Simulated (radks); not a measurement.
The mercury ion Hg4+, configuration [Xe] 4f14 5d8.

Method: Dirac Kohn-Sham, BLYP, spin-unpolarised, spherical densities, point nucleus; open shells fill j = l - 1/2 first; computed with a radial shooting solver on a logarithmic mesh with Libxc functionals.

Energy parts (hartree):
total: -19659.0493
kinetic: 22692.6214
electron-nucleus: -49468.4923
Hartree: 7489.9423
exchange-correlation: -373.1208

Orbitals (lengths in bohr, moments of r in powers of bohr; r(90%) holds 90 % of the orbital's charge):
1s1/2: occ. 2; eigenvalue (hartree) -3054.132; r(90%) 0.0303; small-component weight 9.27e-02
2s1/2: occ. 2; eigenvalue (hartree) -542.3797; r(90%) 0.109; small-component weight 2.13e-02
2p1/2: occ. 2; eigenvalue (hartree) -520.3882; r(90%) 0.0950; small-component weight 2.14e-02
2p3/2: occ. 4; eigenvalue (hartree) -448.7768; r(90%) 0.107; small-component weight 1.89e-02
3s1/2: occ. 2; eigenvalue (hartree) -130.1092; r(90%) 0.265; small-component weight 7.12e-03
3p1/2: occ. 2; eigenvalue (hartree) -120.2231; r(90%) 0.257; small-component weight 7.06e-03
3p3/2: occ. 4; eigenvalue (hartree) -104.3610; r(90%) 0.279; small-component weight 6.36e-03
3d3/2: occ. 4; eigenvalue (hartree) -88.02644; r(90%) 0.252; small-component weight 6.24e-03
3d5/2: occ. 6; eigenvalue (hartree) -84.62826; r(90%) 0.258; small-component weight 6.05e-03
4s1/2: occ. 2; eigenvalue (hartree) -30.05045; r(90%) 0.573; small-component weight 2.43e-03
4p1/2: occ. 2; eigenvalue (hartree) -25.81554; r(90%) 0.583; small-component weight 2.33e-03
4p3/2: occ. 4; eigenvalue (hartree) -21.98346; r(90%) 0.631; small-component weight 2.06e-03
4d3/2: occ. 4; eigenvalue (hartree) -15.07143; r(90%) 0.660; small-component weight 1.86e-03
4d5/2: occ. 6; eigenvalue (hartree) -14.35718; r(90%) 0.676; small-component weight 1.79e-03
5s1/2: occ. 2; eigenvalue (hartree) -6.17422; r(90%) 1.28; small-component weight 6.30e-04
4f5/2: occ. 6; eigenvalue (hartree) -5.46041; r(90%) 0.766; small-component weight 1.42e-03
4f7/2: occ. 8; eigenvalue (hartree) -5.30610; r(90%) 0.776; small-component weight 1.39e-03
5p1/2: occ. 2; eigenvalue (hartree) -4.76710; r(90%) 1.39; small-component weight 5.47e-04
5p3/2: occ. 4; eigenvalue (hartree) -4.07828; r(90%) 1.52; small-component weight 4.65e-04
5d3/2: occ. 4; eigenvalue (hartree) -2.13972; r(90%) 1.98; small-component weight 2.95e-04
5d5/2: occ. 4; eigenvalue (hartree) -2.05833; r(90%) 2.04; small-component weight 2.79e-04
6s1/2: occ. 0; eigenvalue (hartree) -1.68675; r(90%) 3.02; small-component weight 1.27e-04
6p1/2: occ. 0; eigenvalue (hartree) -1.34549; r(90%) 3.43; small-component weight 9.98e-05
6p3/2: occ. 0; eigenvalue (hartree) -1.24155; r(90%) 3.67; small-component weight 8.87e-05

The highest occupied level is 5d5/2 at -56.010 eV. Summed over all electrons, <r^2> = 33.96 bohr^2, which gives a Langevin (diamagnetic) susceptibility term of -26.9 x 10^-6 cm^3/mol. The density falls to 0.001 e/bohr^3 at r = 3.09 bohr. For comparison, the ionisation energy in NIST's Atomic Spectra Database is 61.2 eV (measured). In exact Kohn-Sham theory the highest level is minus the ionisation energy, but local and semilocal functionals leave it too shallow, through self-interaction and a potential that decays too fast; potentials with the right tail come closer.

Beside tabulated values, note that spin-unpolarised runs miss the spin-polarisation part of the exchange energy of open shells.
